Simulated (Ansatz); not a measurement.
Geometry optimisation, RKS BHLYP-D4/def2-SVP in Ansatz.

Input:

```yaml
crystal:
  periodic: [false, false, false]
  atoms:
    - { symbol: Zn, position_ang: [-0.380732, -0.236325, -1.083543] }
    - { symbol: Si, position_ang: [1.409669, -0.238757, 0.4162] }
    - { symbol: O, position_ang: [-1.799493, -0.082786, -2.141628] }
    - { symbol: H, position_ang: [-0.813119, 0.925255, 1.485163] }
    - { symbol: H, position_ang: [-1.423108, 1.095851, 1.188522] }
    - { symbol: H, position_ang: [1.01062, -0.916406, 1.677606] }
    - { symbol: H, position_ang: [1.766239, 1.157807, 0.77939] }
    - { symbol: H, position_ang: [2.644419, -0.901513, -0.075746] }
    - { symbol: H, position_ang: [-2.414395, -0.803027, -2.245965] }
basis:
  gaussian: { orbitals: def2-SVP }
hamiltonian:
  xc: { name: BHLYP }
  dispersion: d4
relax:
  f_tol: 0.03
  max_steps: 50
output:
  orbitals: {}
```

Command:

```bash
$ ansatz run input.yaml --threads 2 --pin off --max-ram 3072MiB --backend cpu --events-out ev --progress --plain --runs-dir out
```

**Question.** Where does it end, and by what steps?

**Answer.** The run converged. After 23 steps the energy has fallen by 0.249 eV; H4 moved furthest, 2.37 Å.

| step | energy less start (eV) | largest force component (eV/Å) | accepted |
| --- | --- | --- | --- |
| 0 | 0.0000 | 2.104 | yes |
| 1 | -0.1056 | 0.078 | yes |
| 2 | -0.1215 | 0.089 | yes |
| 3 | -0.1185 | 0.169 | no |
| 4 | -0.1266 | 0.123 | yes |
| 5 | -0.1321 | 0.090 | yes |
| 6 | -0.1377 | 0.071 | yes |
| 7 | -0.1516 | 0.253 | yes |
| 8 | -0.1683 | 0.535 | yes |
| 9 | -0.1874 | 0.571 | yes |
| 10 | -0.1852 | 0.554 | no |
| 11 | -0.2039 | 0.207 | yes |
| 12 | -0.2109 | 0.149 | yes |
| 13 | -0.2187 | 0.167 | yes |
| 14 | -0.2241 | 0.452 | yes |
| 15 | -0.2321 | 0.377 | yes |
| 16 | -0.2357 | 0.257 | yes |
| 17 | -0.2429 | 0.275 | yes |
| 18 | -0.2453 | 0.217 | yes |
| 19 | -0.2467 | 0.121 | yes |
| 20 | -0.2481 | 0.040 | yes |
| 21 | -0.2486 | 0.046 | yes |
| 22 | -0.2489 | 0.042 | yes |
| 23 | -0.2490 | 0.023 | yes |

```xyz
9
Properties=species:S:1:pos:R:3
Zn -0.043 -0.142 -0.637
Si 2.085 -0.500 0.325
O -1.617 0.231 -1.389
H -3.092 1.410 1.058
H -2.740 1.181 0.428
H 1.980 -1.297 1.574
H 2.744 0.787 0.665
H 2.981 -1.235 -0.603
H -2.299 -0.435 -1.421
```

Whether the end is a true minimum wasn't checked by a vibrational analysis.

Run time: 43 s on 2 threads of Intel(R) Xeon(R) Platinum 8488C (Sapphire Rapids), on a shared host, peak memory 0.21 GiB.
